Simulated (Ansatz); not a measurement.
The cluster CuSe2⁺. Charge 1, multiplicity 1. Geometry r2SCAN-D4/def2-TZVP.

```xyz
3

Cu    0.362   -1.311   -0.134
Se   -1.154    0.441   -0.464
Se    0.792    0.870    0.599
```

LC-ωPBE has ω = 0.4 bohr⁻¹. The restricted singlet is unstable towards broken spin symmetry at other levels; at PBE-D4/def2-TZVP, r2SCAN-D4/def2-TZVP, PBE0-D4/def2-TZVP, LC-ωPBE/def2-TZVP this wasn't settled. At PBE-D4/def2-TZVP, r2SCAN-D4/def2-TZVP an occupied level lies above an empty one. Another isomer (triplet) lies 0.70 eV lower at PBE0-D4/def2-TZVP; other spin states weren't run for this one.

Problem. Estimate the orbital energies around the gap (eV) in Ansatz with PBE-D4/def2-TZVP, r2SCAN-D4/def2-TZVP, PBE0-D4/def2-TZVP, LC-ωPBE/def2-TZVP.

Solution. 
| orbital | PBE-D4/def2-TZVP | r2SCAN-D4/def2-TZVP | PBE0-D4/def2-TZVP | LC-ωPBE/def2-TZVP |
| --- | --- | --- | --- | --- |
| HOMO−9 | -21.37 | -21.87 | -23.13 | -26.36 |
| HOMO−8 | -15.11 | -15.41 | -16.40 | -19.16 |
| HOMO−7 | -14.44 | -14.76 | -15.70 | -18.46 |
| HOMO−6 | -14.20 | -14.45 | -15.48 | -18.14 |
| HOMO−5 | -13.38 | -13.64 | -15.09 | -17.87 |
| HOMO−4 | -12.84 | -13.02 | -14.44 | -17.18 |
| HOMO−3 | -12.62 | -12.89 | -14.38 | -17.04 |
| HOMO−2 | -12.43 | -12.66 | -14.08 | -16.72 |
| HOMO−1 | -12.40 | -12.59 | -13.90 | -16.29 |
| HOMO | -10.67 | -10.83 | -11.79 | -14.29 |
| LUMO | -11.11 | -11.18 | -10.44 | -8.38 |
| LUMO+1 | -8.56 | -8.24 | -7.35 | -5.09 |
| LUMO+2 | -7.71 | -7.49 | -6.81 | -4.57 |
| LUMO+3 | -4.83 | -4.47 | -3.67 | -1.39 |
| LUMO+4 | -3.66 | -3.23 | -2.65 | -0.61 |
| LUMO+5 | -3.07 | -2.52 | -2.23 | -0.52 |
